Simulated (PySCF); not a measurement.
Isomers of C5H14OSi, one GFN2-xTB conformer each. Single-point energies are computed at PBE0/pcSseg-1 (PySCF, gas phase, no added dispersion term), electronic only.

**Question.** Rank them by PBE0/pcSseg-1 energy, lowest first (kcal/mol).
A. `[CH3:1][C:2]([CH3:3])([CH3:4])[CH2:5][O:6][SiH3:7]` with C2–C5–O6–Si7 180°
B. `[CH3:1][CH2:2][O:3][Si:4]([CH3:5])([CH3:6])[CH3:7]` with C1–C2–O3–Si4 180°

**Answer.** B (0.0), A (30.0).

As drawn, the lower has an Si–C bond, which the higher lacks; the higher has a quaternary carbon, which the lower lacks. GFN2-xTB itself gives, in the same order: 24.7, 0.0. GFN2-xTB puts CC(C)(C)CO[SiH3] lowest instead.

**Question.** Which frontier levels, dipoles and rotational constants go with these structures?

**Answer.** 
| SMILES | HOMO (eV, PBE0/pcSseg-1) | LUMO (eV) | dipole (D) | A, B, C (MHz) |
| --- | --- | --- | --- | --- |
| CCO[Si](C)(C)C | -7.59 | 1.18 | 1.03 | 2814, 1212, 1180 |
| CC(C)(C)CO[SiH3] | -8.04 | 0.46 | 0.90 | 4219, 1036, 1034 |
